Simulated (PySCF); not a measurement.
# Energy of Ni⁺ (nickel, charge +1) between two integer charges

The 3d beta orbital of [Ar] 3d9 is emptied in steps (occupation f), with all orbitals relaxed, ending at [Ar] 3d8. All numbers are calculated (PySCF 2.14, no relativity, point nucleus, in aug-cc-pVTZ). The exact energy is a straight line in f; departures are measured from the line between the end points of the same method.

| f | PBE0 (eV) | r2SCAN (eV) | LC-wPBE (eV) |
| --- | --- | --- | --- |
| 1 | 0.000 | 0.000 | 0.000 |
| 0.75 | -0.811 | -1.194 | -0.348 |
| 0.5 | -1.103 | -1.611 | -0.486 |
| 0.25 | -0.842 | -1.218 | -0.379 |
| 0 | 0.000 | 0.000 | 0.000 |

**Question.** For PBE0, how does the orbital energy at f = 1 compare with the removal energy?

**Answer.** −ε = 14.100 eV against a total-energy difference of 18.326 eV. By Janak's theorem ε = ∂E/∂f, so the gap between them reflects the curvature. Along the path −ε is 16.094 (f = 0.75), 18.246 (f = 0.5), 20.517 (f = 0.25) eV.

```tsv
method	E(f=0) − E(f=1) (eV)	−ε at f=1 (eV)	−ε at f=0.5 (eV)
PBE0	18.326	14.100	18.246
r2SCAN	18.107	11.892	18.044
LC-wPBE	18.748	16.992	18.664
```

Reference removal energy between the ground levels: 18.169 eV (measured; NIST Atomic Spectra Database, ionization energies). The calculation has no spin-orbit coupling. The determinant left behind need not be the lowest term of the ion.
